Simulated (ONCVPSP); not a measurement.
**Pseudopotential generation for molybdenum: ONCV, PBE, scalar-relativistic.**

The input file (ONCVPSP 4.0.1):

```
# ATOM AND REFERENCE CONFIGURATION
# atsym  z   nc   nv     iexc    psfile
  Mo 42.00    6    3        4      upf
#
#   n    l    f
    1    0    2.00
    2    0    2.00
    2    1    6.00
    3    0    2.00
    3    1    6.00
    3    2   10.00
    4    0    2.00
    4    1    6.00
    4    2    4.00
#
# PSEUDOPOTENTIAL AND OPTIMIZATION
# lmax
    2
#
#   l,   rc,      ep,       ncon, nbas, qcut
    0    1.90    0.00    4    7    8.20
    1    1.80    0.00    5    9    5.90
    2    1.50    0.00    4    8    6.70
#
# LOCAL POTENTIAL
# lloc, lpopt,  rc(5),   dvloc0
    2    5    1.50    0.00
#
# VANDERBILT-KLEINMAN-BYLANDER PROJECTORs
# l, nproj, debl
    0    2    3.90
    1    3    2.80
    2    0    2.00
#
# MODEL CORE CHARGE
# icmod, fcfact, rcfact
    0    0.00    0.00
#
# LOG DERIVATIVE ANALYSIS
# epsh1, epsh2, depsh
   -5.00    5.00    0.04
#
# OUTPUT GRID
# rlmax, drl
    6.00    0.01
#
# TEST CONFIGURATIONS
# ncnf
    4
# nvcnf
#   n    l    f
    4
    4    0    2.00
    4    1    6.00
    4    2    5.00
    5    0    1.00
#
    3
    4    0    2.00
    4    1    6.00
    4    2    5.00
#
    3
    4    0    2.00
    4    1    6.00
    4    2    3.00
#
    4
    4    0    1.00
    4    1    6.00
    4    2    5.00
    5    0    1.00
#
```

Command:

```bash
oncvpsp.x < Mo.dat > Mo.out
```

Output (shortened: citation, most of the input echo, consistency checks and plot data are left out):

```
ONCVPSP  (Optimized Norm-Conservinng Vanderbilt PSeudopotential)
scalar-relativistic version 4.0.1

#   n    l    f        energy (Ha)
    1    0    2.00    -7.2915509E+02
    2    0    2.00    -1.0356975E+02
    2    1    6.00    -9.2660172E+01
    3    0    2.00    -1.8196296E+01
    3    1    6.00    -1.4620975E+01
    3    2   10.00    -8.8049601E+00
    4    0    2.00    -3.0411519E+00
    4    1    6.00    -2.0855480E+00
    4    2    4.00    -7.6537044E-01

Reference configufation results
  iterations    21
  all-electron total energy (Ha)   -4.04779792D+03

Begin loop to  construct optimized pseudo wave functions
and semi-local pseudopoentials for all angular momenta

WARNING wellstate: moderately localized bound state found for n= 5 l=  0
WARNING scattering state with energy  0.05000000
WARNING will be used for the first projector

   Wellstate for l =  0  n =  6
     eigenvalue =   0.0500
     asymptotic potential =   0.5500
     half-point radius =  4.7176

Calculating optimized projector #   1

 for l=   0

    Fraction of norm inside rc  0.966371
    Optimizing pswf for qcut=   8.21 a_B^-1,  ecut=  33.70 Ha
    Residual kinetic energy error=  5.19D-08 Ha

    Energy error per electron        Cutoff
         Ha          eV             Ha
         0.01000     0.27211       14.39
         0.00100     0.02721       19.41
         0.00010     0.00272       23.62
         0.00001     0.00027       27.02

Calculating optimized projector #   2

 for l=   0

    Fraction of norm inside rc  0.078948
    Optimizing pswf for qcut=   8.21 a_B^-1,  ecut=  33.70 Ha
    Residual kinetic energy error=  4.20D-08 Ha

    Energy error per electron        Cutoff
         Ha          eV             Ha
         0.01000     0.27211       11.59
         0.00100     0.02721       18.13
         0.00010     0.00272       23.03
         0.00001     0.00027       26.89

   Wellstate for l =  1  n =  6
     eigenvalue =   0.7145
     asymptotic potential =   1.2145
     half-point radius =  3.6596

   Wellstate for l =  1  n =  7
     eigenvalue =   3.5145
     asymptotic potential =   4.0145
     half-point radius =  3.1287

Calculating optimized projector #   1

 for l=   1

    Fraction of norm inside rc  0.895757
    Optimizing pswf for qcut=   5.90 a_B^-1,  ecut=  17.40 Ha
    Residual kinetic energy error=  9.85D-05 Ha

    Energy error per electron        Cutoff
         Ha          eV             Ha
         0.01000     0.27211        9.18
         0.00100     0.02721       11.57
         0.00010     0.00272       16.20
         0.00001     0.00027       75.35

Calculating optimized projector #   2

 for l=   1

    Fraction of norm inside rc  0.070527
    Optimizing pswf for qcut=   5.90 a_B^-1,  ecut=  17.40 Ha
    Residual kinetic energy error=  1.31D-04 Ha

    Energy error per electron        Cutoff
         Ha          eV             Ha
         0.01000     0.27211        8.35
         0.00100     0.02721       11.01
         0.00010     0.00272       19.20
         0.00001     0.00027       78.43

Calculating optimized projector #   3

 for l=   1

    Fraction of norm inside rc  0.083357
    Optimizing pswf for qcut=   5.90 a_B^-1,  ecut=  17.40 Ha
    Residual kinetic energy error=  4.02D-04 Ha

    Energy error per electron        Cutoff
         Ha          eV             Ha
         0.01000     0.27211       10.06
         0.00100     0.02721       12.05
         0.00010     0.00272       30.66
         0.00001     0.00027       60.59

Calculating optimized projector #   1

 for l=   2

    Fraction of norm inside rc  0.440734
    Optimizing pswf for qcut=   6.70 a_B^-1,  ecut=  22.43 Ha
    Residual kinetic energy error=  2.56D-04 Ha

    Energy error per electron        Cutoff
         Ha          eV             Ha
         0.01000     0.27211       15.00
         0.00100     0.02721       19.70
         0.00010     0.00272       31.51
         0.00001     0.00027       94.02

Construct Vanderbilt / Kleinmman-Bylander projectors

B matrix Hermiticity error, ll=   0
   1   2   -2.6728E-04

  Orthonormal projector coefficients  8.4973E+00  1.4704E+00

B matrix Hermiticity error, ll=   1
   1   2   -2.4705E-04
   1   3    4.3303E-04
   2   3    1.2068E-04

  Orthonormal projector coefficients -8.9856E+01  4.1815E+00  1.1444E+00

Pseudoatom total energy  -67.373737

Diagnostic tests using Vanderbilt-Kleinman-Bylander pseudopotentials
  1 or more projectors used as specified by nproj input data

   l    rcore       rmatch      e in        delta e   norm test  slope test

   0   1.9031635   1.9609476  -3.0411519   0.0000025   1.0001338   1.0001221
   0   1.9031635   1.9609476   0.0500000   0.0000177   1.0001678   1.0001678

   1   1.8034092   1.8581646  -2.0855480   0.0000450   1.0000304   1.0000606
   1   1.8034092   1.8581646   0.7144520   0.0000397   1.0002559   1.0002559
   1   1.8034092   1.8581646   3.5144520   0.0001175   1.0004119   1.0004119

   2   1.5071443   1.5529045  -0.7653704   0.0000031   1.0000036   1.0000000

 Testing for bound ghosts
   n   l    E NL Schr. Eq   E Basis Diag.   E Cutoff

   1   0       -3.041149       -3.040998     52.68

       1                      -49.694050    154.15  WARNING - GHOST(-)
   2   1       -2.085503       -2.085500    154.15

 Testing for highly-localized positive-energy ghosts
       l    <radius>/rc     E Basis Diag.   E Cutoff

       1        0.976947       35.352263    154.15  WARNING - GHOST(+)

       1        0.948536       67.914259    154.15  WARNING - GHOST(+)

Test configuration 0

   n   l     f        eae           eps        diff
   1   0  2.0000 -729.15509199
   2   0  2.0000 -103.56975447
   2   1  6.0000  -92.66017218
   3   0  2.0000  -18.19629598
   3   1  6.0000  -14.62097519
   3   2 10.0000   -8.80496008
   4   0  2.0000   -3.04115194   -3.04114947    2.47D-06
   4   1  6.0000   -2.08554804   -2.08550304    4.50D-05
   4   2  4.0000   -0.76537044   -0.76536736    3.08D-06

    Total energies and differences
      AE_ref= -4.04779792D+03  AE_tst= -4.04779792D+03  dif=  0.00D+00
      PS_ref= -6.73737372D+01  PS_tst= -6.73737372D+01  dif= -9.95D-14
      PSP excitation error=  9.95D-14

Test configuration 1

   n   l     f        eae           eps        diff
   1   0  2.0000 -728.47039780
   2   0  2.0000 -102.88456092
   2   1  6.0000  -91.97505839
   3   0  2.0000  -17.51227143
   3   1  6.0000  -13.93697492
   3   2 10.0000   -8.12082945
   4   0  2.0000   -2.36471407   -2.36465578    5.83D-05
   4   1  6.0000   -1.41432009   -1.41423612    8.40D-05
   4   2  5.0000   -0.13792070   -0.13792663   -5.93D-06
   5   0  1.0000   -0.15018184   -0.15016914    1.27D-05

    Total energies and differences
      AE_ref= -4.04779792D+03  AE_tst= -4.04861934D+03  dif= -8.21D-01
      PS_ref= -6.73737372D+01  PS_tst= -6.81952019D+01  dif= -8.21D-01
      PSP excitation error=  4.64D-05

Test configuration 2

   n   l     f        eae           eps        diff
   1   0  2.0000 -728.71926635
   2   0  2.0000 -103.12951684
   2   1  6.0000  -92.22026278
   3   0  2.0000  -17.75824307
   3   1  6.0000  -14.18292710
   3   2 10.0000   -8.36647840
   4   0  2.0000   -2.61340332   -2.61379708   -3.94D-04
   4   1  6.0000   -1.66434364   -1.66449650   -1.53D-04
   4   2  5.0000   -0.38270971   -0.38268780    2.19D-05

    Total energies and differences
      AE_ref= -4.04779792D+03  AE_tst= -4.04836612D+03  dif= -5.68D-01
      PS_ref= -6.73737372D+01  PS_tst= -6.79419268D+01  dif= -5.68D-01
      PSP excitation error= -1.23D-05

Test configuration 3

   n   l     f        eae           eps        diff
   1   0  2.0000 -729.67518224
   2   0  2.0000 -104.09668637
   2   1  6.0000  -93.18668284
   3   0  2.0000  -18.71737570
   3   1  6.0000  -15.14202315
   3   2 10.0000   -9.32684735
   4   0  2.0000   -3.53901479   -3.53846990    5.45D-04
   4   1  6.0000   -2.57322110   -2.57279127    4.30D-04
   4   2  3.0000   -1.20928239   -1.20909612    1.86D-04

    Total energies and differences
      AE_ref= -4.04779792D+03  AE_tst= -4.04681509D+03  dif=  9.83D-01
      PS_ref= -6.73737372D+01  PS_tst= -6.63909460D+01  dif=  9.83D-01
      PSP excitation error=  3.63D-05

Test configuration 4

   n   l     f        eae           eps        diff
   1   0  2.0000 -729.02746380
   2   0  2.0000 -103.41421124
   2   1  6.0000  -92.50649349
   3   0  2.0000  -18.03633287
   3   1  6.0000  -14.46068680
   3   2 10.0000   -8.64320823
   4   0  1.0000   -2.81529176   -2.82305577   -7.76D-03
   4   1  6.0000   -1.84986219   -1.85419535   -4.33D-03
   4   2  5.0000   -0.51178917   -0.51139285    3.96D-04
   5   0  1.0000   -0.41128712   -0.41169707   -4.10D-04

    Total energies and differences
      AE_ref= -4.04779792D+03  AE_tst= -4.04603954D+03  dif=  1.76D+00
      PS_ref= -6.73737372D+01  PS_tst= -6.56108491D+01  dif=  1.76D+00
      PSP excitation error= -4.51D-03
```

Note: ghosts flagged at negative energy: p at -1352.2 eV; GHOST(+) flags only above 600 eV. A true bound ghost makes a file unfit for plane-wave use.

The run took about 4.3 s on one core of a shared server CPU.
